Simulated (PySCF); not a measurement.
A calculated (B3LYP, PySCF 2.14, x2c-TZVPall, the spin-free X2C one-electron Hamiltonian (Gaussian nucleus)) atom or ion has these occupied shells.

```
shell  electrons  orbital energy (eV)  rms radius, mean of both spins (bohr)
   1s          2              -3975.9                                 0.0888
   2s          2              -424.03                                  0.395
   2p          6              -342.53                                  0.364
   3s          2              -50.067                                   1.24
   3p          6              -29.832                                   1.38
   4s          2               -4.208                                   4.29
```

Name the element and its charge.

Ca (calcium, neutral), in [Ar] 4s2, closed-shell 1S.
